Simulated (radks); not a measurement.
These are the eigenvalues of the occupied orbitals of an atom or ion with whole-number occupations (eV). Method: Dirac Kohn-Sham, PBE, spin-unpolarised, spherical densities, finite nucleus; Fermi nuclear charge, rms radius of each element as measured or else 0.836 A^(1/3) + 0.57 fm; computed with a radial shooting solver on a logarithmic mesh with Libxc functionals.

| orbital | eigenvalue |
|---|---|
| 1s1/2 | -18830.60 |
| 2s1/2 | -2660.536 |
| 2p1/2 | -2444.169 |
| 2p3/2 | -2348.393 |
| 3s1/2 | -469.9759 |
| 3p1/2 | -388.5161 |
| 3p3/2 | -372.9969 |
| 3d3/2 | -229.2032 |
| 3d5/2 | -226.3131 |
| 4s1/2 | -88.8413 |
| 4p1/2 | -66.0464 |
| 4p3/2 | -63.8547 |
| 4d3/2 | -30.6893 |

Which element is it, and in what charge state? The configuration may be excited. Open shells, if any, fill j = l - 1/2 first.

Answer. Z = 41, niobium, charge +3: Nb3+ in [Kr] 4d2. The list shows which subshells hold electrons but not how many an open one holds; the 1s level, -692.01 hartree, gives Z - s = 37.2 by -(Z - s)^2/2, which with screening and relativity narrows Z to a few neighbours, and the depths of the outer levels then fix element, charge and occupations together.
